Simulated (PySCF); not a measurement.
Match the calculated data to a structure.

All candidates are C4H2NPS.

| technique | computed result |
| --- | --- |
| Triplet | lowest triplet excitation (Tamm–Dancoff): 3.14 eV [TDA CAM-B3LYP/def2-SVPD] |
| Rotational structure | rotational constants A, B, C: 3.895, 1.450, 1.056 GHz [GFN2-xTB] |
| NMR, other nuclei | isotropic shieldings of nuclei other than C and H, by class: -56 (1 N), 66 (1 P), 167 (1 S) ppm [GIAO PBE0/pcSseg-1] |
| 13C NMR | chemical shifts (computed TMS as zero) by class: 171.9 (1 C), 156.7 (1 C), 137.2 (1 C), 120.3 (1 C) ppm [GIAO PBE0/pcSseg-1] |
| Polarisability | 90.3 au [CAM-B3LYP/def2-SVPD] |
| Dipole | 4.82 D [CAM-B3LYP/def2-SVPD] |
| UV, first state | lowest singlet excitation: 5.00 eV (248 nm, f = 0.067) [TDDFT CAM-B3LYP/def2-SVPD] |
| UV, strongest line | among the 8 lowest singlet transitions: S6 at 6.12 eV (203 nm, f = 0.359) [TDDFT CAM-B3LYP/def2-SVPD] |

The electronic properties come from PySCF, for the isolated species, density fitting. Levels stand in brackets. Isolated species at its GFN2-xTB geometry, gas phase. Each NMR value is the plain mean over a class of atoms that symmetry, rotation or inversion makes alike.

Question: Which candidate is it?
A. `N#Cc1pccs1`
B. `N#Cc1cpcs1`
C. `N#Cc1cscp1`

Answer: C. It is `N#Cc1cscp1`. Numbering: `[N:1]#[C:2][c:3]1[cH:4][s:5][cH:6][p:7]1`. 4 carbons fall into 4 classes; from least to most shielded: aromatic CH next to a ring sulfur [C6] (171.9 ppm), aromatic CH next to a ring sulfur [C4] (156.7 ppm), substituted aromatic carbon [C3] (137.2 ppm), nitrile carbon [C2] (120.3 ppm). The other shieldings belong to: -56 ppm, nitrile nitrogen [N1]; 66 ppm, phosphorus bonded to 2 C [P7]; 167 ppm, thiophene-type sulfur [S5]. S1 is mainly HOMO→LUMO (weight 0.73); the largest Löwdin shares of the orbital it empties are 0.32 on the phosphorus bonded to 2 C, 0.22 on an aromatic CH next to a ring sulfur, 0.22 on the thiophene-type sulfur and 0.10 on the substituted aromatic carbon, of the orbital it fills 0.25 on an aromatic CH next to a ring sulfur, 0.24 on the phosphorus bonded to 2 C, 0.23 on the thiophene-type sulfur and 0.13 on an aromatic CH next to a ring sulfur. The optimised geometry has point group Cs and is an asymmetric top.

The others, at the same levels:
- `N#Cc1cpcs1` fails: its computed 13C shifts are 176.5 (1 C), 166.0 (1 C), 132.3 (1 C), 118.3 (1 C) ppm, lowest singlet excitation is 4.64 eV (267 nm, f = 0.111) (against 5.00 eV) and lowest triplet excitation (Tamm–Dancoff) is 2.93 eV (against 3.14 eV).
- `N#Cc1pccs1` fails: its computed 13C shifts are 155.1 (1 C), 153.9 (1 C), 150.6 (1 C), 119.9 (1 C) ppm, lowest singlet excitation is 4.52 eV (274 nm, f = 0.170) (against 5.00 eV) and lowest triplet excitation (Tamm–Dancoff) is 2.65 eV (against 3.14 eV).
